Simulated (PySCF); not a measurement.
methyl(silyl)silane (CH₈Si₂), SMILES C[SiH2][SiH3].

Geometry: B3LYP-D3(BJ)/def2-SVP.

All values below come from CAM-B3LYP/def2-TZVPD (PySCF).

Symmetry labels are those of the subgroup Cs that the program uses (full group Cs).

### Question
List the valence orbital energies around the gap with their symmetry. (Estimate from the structure and the level; the computed values follow.)

### Answer

| orbital | symmetry | energy (eV) |
|---|---|---|
| HOMO−7 | A' | -15.34 |
| HOMO−6 | A" | -13.11 |
| HOMO−5 | A' | -13.01 |
| HOMO−4 | A" | -11.34 |
| HOMO−3 | A' | -11.29 |
| HOMO−2 | A" | -10.69 |
| HOMO−1 | A' | -10.54 |
| HOMO | A' | -9.30 |
| LUMO | A' | 0.66 |
| LUMO+1 | A' | 0.96 |
| LUMO+2 | A' | 1.13 |
| LUMO+3 | A" | 1.43 |
